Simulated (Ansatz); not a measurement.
Input file for Ansatz (a program for electronic structure): R-BLYP/def2-TZVPP on ethylenediamine (SMILES NCCN), a point of a torsion scan.

Ansatz 0.2 input:
```yaml
crystal:
  periodic: [false, false, false]
  atoms:
    - {symbol: N, position_ang: [1.80394874, 0.34369609, -0.26468988]}
    - {symbol: C, position_ang: [0.57273811, 0.16507592, 0.50039123]}
    - {symbol: C, position_ang: [-0.25105729, -0.97801919, -0.10550047]}
    - {symbol: N, position_ang: [-1.44134420, -1.20842530, 0.69845215]}
    - {symbol: H, position_ang: [2.62352297, 0.20934139, 0.31184456]}
    - {symbol: H, position_ang: [1.85876955, 1.26574744, -0.67631237]}
    - {symbol: H, position_ang: [-0.03666558, 1.07622928, 0.49383585]}
    - {symbol: H, position_ang: [0.77737404, -0.08482959, 1.54521951]}
    - {symbol: H, position_ang: [0.35015874, -1.88964928, -0.08918158]}
    - {symbol: H, position_ang: [-0.46551037, -0.73511399, -1.15866881]}
    - {symbol: H, position_ang: [-1.97550842, -1.98278400, 0.31958255]}
    - {symbol: H, position_ang: [-2.03784085, -0.38687957, 0.68068890]}
basis:
  gaussian:
    orbitals: def2-TZVPP
hamiltonian:
  xc: {name: BLYP}
scf: {lower_state_search: off}
```

Output:

```
Functional definition: BLYP
[...]
these checks for a lower state are left out or cut short: stability, starts, cluster_reference, orbital_swaps, neighbouring_geometries, increment
integrals: 0.12 GiB planned
1142 factors; their error is unknown
mean field: 1.07 GiB planned
mean field evaluation 1: about -5164.9105 eV, gradient 9.5e1 eV
mean field evaluation 2: about -5106.9912 eV, gradient 1.8e2 eV
mean field evaluation 4: about -5183.9059 eV, gradient 5.8e0 eV
mean field evaluation 8: about -5183.9736 eV, gradient 2.6e-1 eV
mean field evaluation 16: about -5183.9408 eV, gradient 5.1e-4 eV
mean field -5183.94084834 eV, -190.5063123752 hartree, gradient 4.8e-6 eV, S^2 0.000000; 0 other end points of the search recorded, 0 dependent functions left out
reference -5183.94119268 eV, -190.5063250296 hartree; 17, 17 occupied and 219, 219 virtual orbitals, 1142 factors
Total energy: -5183.94119268 eV, -190.5063250296 hartree
Checks for a lower state left out: stability, starts, cluster_reference, orbital_swaps, neighbouring_geometries, increment
```

Self-consistency was reached.

Cost: roughly 5 core-seconds.
